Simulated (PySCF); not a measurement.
## Orbital picture of CsN⁻

ωB97X at R = 2.925 Å; Cs def2-SVPD with ECP46, N def2-SVPD; scalar-relativistic core potentials (PySCF 2.14). State: ⁴Σ⁻ (quartet), unpaired electrons σ ↑, π ↑↑. Only the outer orbitals are listed, counted within each symmetry, core potentials removing the inner ones.

| spin | orbital | occ. | ε (eV) | on Cs (%) | main shells (%) |
| --- | --- | --- | --- | --- | --- |
| α | 3σ | 1 | -16.90 | 4 | 95 N s |
| α | 1π | 1 | -13.89 | 100 | 100 Cs p |
| α | 1π | 1 | -13.89 | 100 | 100 Cs p |
| α | 4σ | 1 | -13.41 | 95 | 95 Cs p |
| α | 2π | 1 | -4.88 | 4 | 96 N p |
| α | 2π | 1 | -4.88 | 4 | 96 N p |
| α | 5σ | 1 | -3.67 | 10 | 89 N p |
| α | 6σ | 1 | -0.27 | 99 | 72 Cs s, 27 Cs p |
| α | 3π | 0 | 1.64 | 100 | 100 Cs p |
| α | 3π | 0 | 1.64 | 100 | 100 Cs p |
| α | 7σ | 0 | 1.81 | 100 | 94 Cs p |
| β | 3σ | 1 | -13.96 | 74 | 74 Cs p, 26 N s |
| β | 1π | 1 | -13.88 | 100 | 100 Cs p |
| β | 1π | 1 | -13.88 | 100 | 100 Cs p |
| β | 4σ | 1 | -12.29 | 27 | 73 N s, 26 Cs p |
| β | 5σ | 1 | -1.73 | 25 | 75 N p, 16 Cs s |
| β | 2π | 0 | 2.74 | 100 | 99 Cs p |
| β | 2π | 0 | 2.74 | 100 | 99 Cs p |
| β | 6σ | 0 | 2.88 | 96 | 58 Cs p, 38 Cs s |

Q: Which are the highest filled and the lowest empty level, where do they sit, and how wide is the gap?

A: Highest filled α 6σ at -0.27 eV (in %: 72 Cs s, 27 Cs p); lowest empty α 3π at 1.64 eV (in %: 100 Cs p); the gap at ωB97X is 1.91 eV. An empty level above zero is unbound, and its energy depends on the basis.

```
bond order (Mayer)                                                                                                : 0.70
⟨S²⟩                                                                                                              : 3.785
charge on Cs (Mulliken, basis-dependent)                                                                          : -0.42
charge on Cs (Löwdin, basis-dependent)                                                                            : -0.41
dipole moment (positive dipole points towards N; it is taken about the centre of mass and depends on that origin) : 1.88 D
```

Spin–orbit coupling is left out. The state is the lowest determinant that a PBE0 search found; another state may lie lower at other levels.
